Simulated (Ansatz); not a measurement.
One change: `Cl[BH][ZnH]` becomes `Cl[BH][GaH2]`.

Ansatz, PBE0-D4/def2-TZVP geometries, multiplicity 1. 

Scalar relativity is left out up to krypton.

```
                                          property  `Cl[BH][ZnH]`
              HOMO–LUMO gap (PBE0/def2-TZVPP) / eV           4.64
                 HOMO energy (PBE/def2-TZVPP) / eV          -5.89
               HOMO–LUMO gap (PBE/def2-TZVPP) / eV           2.62
                HOMO energy (PBE0/def2-TZVPP) / eV          -7.00
                 LUMO energy (PBE/def2-TZVPP) / eV          -3.28
size of the dipole moment (ωB97M-V/def2-TZVPP) / D           0.58
```

Give the same properties after the change, and the shifts. (Estimate.)

The calculation gave: 
```csv
property,`Cl[BH][GaH2]`,shift
HOMO–LUMO gap (PBE0/def2-TZVPP) / eV,5.34,0.70
HOMO energy (PBE/def2-TZVPP) / eV,-6.20,-0.31
HOMO–LUMO gap (PBE/def2-TZVPP) / eV,3.22,0.60
HOMO energy (PBE0/def2-TZVPP) / eV,-7.38,-0.38
LUMO energy (PBE/def2-TZVPP) / eV,-2.98,0.30
size of the dipole moment (ωB97M-V/def2-TZVPP) / D,0.56,-0.02
```

With PBE0 the HOMO falls by 0.38 eV and the LUMO rises by 0.32 eV, so the gap widens by about 0.70 eV. PBE moves the HOMO by -0.31 eV and ωB97M-V by -0.38 eV. The zero-point energy changes by 18.2 kJ/mol with +3 modes. Dipoles are sizes alone; their direction can turn.
